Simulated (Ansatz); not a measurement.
Geometry optimisation, RKS CAM-B3LYP/def2-SVP (Ansatz 0.2.0).

input.yaml

```yaml
crystal:
  periodic: [false, false, false]
  atoms:
    - { symbol: Sn, position_ang: [0.0, 0.0, 0.0] }
    - { symbol: C, position_ang: [0.0, 0.0, 2.15] }
    - { symbol: H, position_ang: [-0.9996, -0.3092, 2.5205] }
    - { symbol: H, position_ang: [0.7676, -0.7111, 2.5205] }
    - { symbol: H, position_ang: [0.232, 1.0203, 2.5205] }
    - { symbol: O, position_ang: [1.8483, 0.0, -0.6527] }
    - { symbol: H, position_ang: [2.1646, -0.9521, -0.7693] }
    - { symbol: H, position_ang: [-0.8195, 1.4198, -0.5794] }
    - { symbol: H, position_ang: [-0.8195, -1.4198, -0.5794] }
basis:
  gaussian: { orbitals: def2-SVP }
hamiltonian:
  xc: cam_b3lyp
relax:
  f_tol: 0.02
  max_steps: 40
```

Run as:

```bash
$ ansatz run input.yaml --threads 4 --pin off --max-ram 5120MiB --backend cpu --events-out ev --progress --plain --runs-dir out
```

Problem. Where does it end, and by what steps?

Solution. The forces met the threshold. The force dipped under the threshold on the way, but the program's further checks kept it going. After 14 steps the energy has fallen by 0.108 eV; H5 moved furthest, 0.28 Å.

| step | energy less start (eV) | largest force component (eV/Å) | accepted |
| --- | --- | --- | --- |
| 0 | 0.0000 | 1.947 | yes |
| 1 | -0.0769 | 0.735 | yes |
| 2 | -0.1010 | 0.186 | yes |
| 3 | -0.1040 | 0.044 | yes |
| 4 | -0.1046 | 0.021 | yes |
| 5 | -0.1040 | 0.449 | no |
| 6 | -0.1058 | 0.039 | yes |
| 7 | -0.1005 | 0.641 | no |
| 8 | -0.1067 | 0.032 | yes |
| 9 | -0.1065 | 0.181 | no |
| 10 | -0.1070 | 0.010 | yes |
| 11 | -0.1073 | 0.032 | yes |
| 12 | -0.1074 | 0.067 | yes |
| 13 | -0.1075 | 0.036 | yes |
| 14 | -0.1077 | 0.004 | yes |

```xyz
9
Properties=species:S:1:pos:R:3
Sn -0.083 -0.051 0.001
C 0.006 -0.022 2.145
H -1.009 -0.073 2.565
H 0.584 -0.879 2.518
H 0.485 0.906 2.485
O 1.759 0.060 -0.741
H 2.275 -0.747 -0.626
H -0.825 1.346 -0.641
H -0.818 -1.493 -0.575
```

Whether the end is a true minimum wasn't checked by a vibrational analysis.

The run took 13 s on 4 threads of Intel(R) Xeon(R) 6975P-C (Granite Rapids), on a shared host, peak memory 0.21 GiB.
